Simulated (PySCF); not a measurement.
**Trend along group 14: MRb molecules**

CCSD(T) with double-zeta basis sets in PySCF, for the lowest determinant that a PBE0 search found; no spin–orbit coupling. De refers to high-spin ground-configuration atoms.

```
 M      basis  reference, frozen orbitals  state (unpaired electrons)  Re (Å)  ωe (cm⁻¹)  De (eV)
 C  def2-SVPD                      UHF, 1         quartet (σ ↑, π ↑↑)   2.730        331     1.82
Si   def2-SVP                      UHF, 5         quartet (σ ↑, π ↑↑)   3.237        176     1.21
Pb   def2-SVP                      UHF, 4         quartet (σ ↑, π ↑↑)   3.521       88.6     1.05
```

The shortest bond is that of RbC (2.730 Å), the longest that of RbPb (3.521 Å). RbC is bound most strongly (1.82 eV) and RbPb least (1.05 eV).

The rows differ in basis set, which adds steps of its own.

Down a group the atoms grow and get heavier, so bonds lengthen and wavenumbers fall; this series shows no clear exception.

Correlated steps freeze the inner cores (1 to 5 orbitals); shallow outer-core shells are correlated. Correlated levels converge slowly with the basis: in double zeta they bind strong bonds too weakly, by up to about 1 eV, and carry superposition errors of some tenths. Spin–orbit coupling is left out, which matters for elements this heavy, above all for dissociation energies. States were picked by a PBE0 search and need not be the measured ground states.
